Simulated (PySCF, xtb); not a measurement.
S₄, SMILES S1SSS1.

GFN2-xTB in xtb at its own geometry gives an orbital gap of 0.73 eV and a dipole moment of 0.00 D.

Coordinates come from a B3LYP-D3(BJ)/def2-SVP optimisation.

Task: What does M06-2X/def2-TZVPD run with PySCF give? (Estimate from the structure and the level; the computed values follow.)

Result: gap 5.22 eV (levels -7.50 and -2.27 eV), dipole 0.00 D.
